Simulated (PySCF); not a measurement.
**Iron: a sound run and one with changed settings**

Sound run: Fe [Ar] 3d6 4s2, Fe⁺ [Ar] 3d6 4s1. Computed with PySCF 2.14 in cc-pVDZ-DK (6s5p3d1f, 43 functions), with the spin-free X2C one-electron Hamiltonian (Gaussian nucleus). The sound run starts from symmetry-adapted Hartree-Fock orbitals and uses a fine grid where one is needed.

A second run was set up differently.

```
species  method  sound run (hartree)  changed run (hartree)  converged
     Fe     UHF          -1271.34505            -1271.34505        yes
     Fe     PBE          -1272.37357            -1272.38154        yes
     Fe   B3LYP          -1272.65441            -1272.65994        yes
    Fe⁺     UHF          -1271.10839            -1271.10839        yes
    Fe⁺     PBE          -1272.08597            -1272.09538        yes
    Fe⁺   B3LYP          -1272.35880            -1272.36449        yes
```

Ionisation energy of Fe:

| method | sound run (eV) | changed run (eV) |
| --- | --- | --- |
| UHF | 6.440 | 6.440 |
| PBE | 7.826 | 7.787 |
| B3LYP | 8.044 | 8.040 |

(1) What was changed?
A. basis contracted for another Hamiltonian
B. angular grid far too coarse
C. too few SCF iterations
D. level shift left on

Answers

(1) B. It used 26 angular points. A coarse angular grid integrates products of high-l functions wrongly, so density functionals can shift, and the SCF can exploit the error; Hartree-Fock and MP2 need no grid.
